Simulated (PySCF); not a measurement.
Se(NH2)(SiH3) (H₅NSeSi), SMILES N[Se][SiH3]. Atoms are numbered in the order given.

```xyz
8

Se     0.4857     0.5269     0.0000
N     -1.3245     1.1596     0.0000
H     -1.4141     1.7716     0.8243
H     -1.4141     1.7716    -0.8243
Si    -0.2360    -1.6549     0.0000
H      1.0004    -2.5159     0.0000
H     -1.0555    -1.9463     1.2258
H     -1.0555    -1.9463    -1.2258
```

Geometry: PBE-D3(BJ)/def2-SVP. One conformer was computed; it need not be the lowest.

Calculation: HF/def2-TZVPD (PySCF).

The molecule is in vacuum.

```json
{
 "total_energy": "-2746.16749 hartree",
 "point_group": "Cs",
 "highest_occupied_level": "-9.43 eV",
 "lowest_empty_level": "1.22 eV",
 "orbital_gap": "10.64 eV",
 "dipole_moment": "0.91 D",
 "quadrupole, principal values (traceless, Buckingham form, about the centre of nuclear charge)": "-5.60, -1.76, 7.36 D·Å",
 "mean_static_polarisability": "66.0 bohr³ (9.78 Å³)",
 "polarisability_principal_values": "55.7, 65.1, 77.1 bohr³"
}
```
